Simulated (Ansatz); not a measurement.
Reaction (cleavage of the Si–Al bond): `F[CH2][AlH][SiH3]` + `[OH][Ga]([Br])[Br]` → `[SiH3][O][Ga]([Br])[Br]` + `F[CH2][AlH2]`

Isolated molecules relaxed with PBE0-D4/def2-TZVP in Ansatz; ΔE leaves out vibrations. CCSD(T)/CBS adds triple-zeta CCSD(T) − MP2 to the extrapolated MP2 energy (def2 sets, frozen cores). Functionals use def2-TZVPP. B3LYP here is the variant with VWN-RPA as its local correlation; programs differ in this. For Br, Ga outer-core shells are correlated without core-valence functions, which leaves a few kJ/mol of doubt a bond. Scalar relativity is left out up to krypton. One conformer a species, not always the lowest.

```
           level  ΔE (kJ/mol)
     LDA (SPW92)        -61.5
        BHLYP-D4       -103.4
           B3LYP        -86.0
         r2SCAN0        -84.7
           BHLYP        -99.7
CCSD(T)/def2-SVP        -86.5
  MP2/def2-QZVPP       -100.0
   MP2/CBS(def2)        -99.1
```

Question: What does CCSD(T)/CBS give? (Estimate.)

Answer: Ansatz gave: -89.6 kJ/mol. The listed levels differ from it by 28.1, -13.8, 3.6, 4.9, -10.1, 3.1, -10.4, -9.5 kJ/mol.

Largest T1 diagnostic among the species: 0.012.

In def2-TZVPP, CCSD(T) changes the Hartree–Fock value by +26.5 kJ/mol (the triples alone add +3.3 kJ/mol) and MP2 by +17.1 kJ/mol. At CCSD(T), def2-SVP lies +3.1 kJ/mol from the extrapolated value and def2-TZVPP +0.1 kJ/mol.
